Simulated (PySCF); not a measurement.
Choosing a molecule for a target property.

All species are isolated and taken at one optimised geometry, non-relativistic unless stated. Electronic properties by PySCF.

Dipoles, sizes and rotational constants follow the conformer. The torsions of the flexible species, by atom-mapped SMILES:
- `[SiH3:1][O:2][C:3]1=[CH:4][CH2:5][CH:6]=[CH:7]/[C:8]1=[CH:9]\[Cl:10]`: Si1–O2–C3–C4 -49°
- `[CH3:1]/[N:2]=[CH:3]/[C:4]([F:5])([F:6])[SiH2:7][SiH2:8][SiH3:9]`: N2–C3–C4–F5 78°, C3–C4–Si7–Si8 57°, C4–Si7–Si8–Si9 35°
- `[CH2:1]=[C:2]([CH2:3][N:4]([CH3:5])[CH3:6])[S:7][SiH3:8]`: C1–C2–C3–N4 -134°, C2–C3–N4–C5 -173°, C1–C2–S7–Si8 172°
- `[CH3:1][CH2:2][C@@H:3]([F:4])/[CH:5]=[CH:6]/[C@@H:7]([CH3:8])[F:9]`: C1–C2–C3–F4 63°, C2–C3–C5–C6 -117°, C5–C6–C7–C8 -118°
- `[CH3:1][C:2]1=[CH:3][CH:4]=[C:5]([O:6][SiH3:7])/[C:8]1=[CH:9]/[Cl:10]`: C4–C5–O6–Si7 0°

Question: Wanted: HOMO energy below -6.2 eV (PBE0/pcSseg-1) and dipole moment below 1 D (PBE0/pcSseg-1), at GFN2-xTB geometries. Which candidate meets both?
A. `CC1=CC=C(O[SiH3])/C1=C/Cl`
B. `C/N=C/C(F)(F)[SiH2][SiH2][SiH3]`
C. `[SiH3]OC1=CCC=C/C1=C\Cl`
D. `C(/[C@@H](C)F)=C\[C@H](F)CC`
E. `C=C(CN(C)C)S[SiH3]`

Answer: D. Computed values:
```csv
species,HOMO energy,dipole moment
C/N=C/C(F)(F)[SiH2][SiH2][SiH3],-7.67 eV,3.24 D
C(/[C@@H](C)F)=C\[C@H](F)CC,-7.44 eV,0.57 D
C=C(CN(C)C)S[SiH3],-6.29 eV,4.08 D
[SiH3]OC1=CCC=C/C1=C\Cl,-6.13 eV,2.62 D
CC1=CC=C(O[SiH3])/C1=C/Cl,-5.76 eV,1.22 D
```
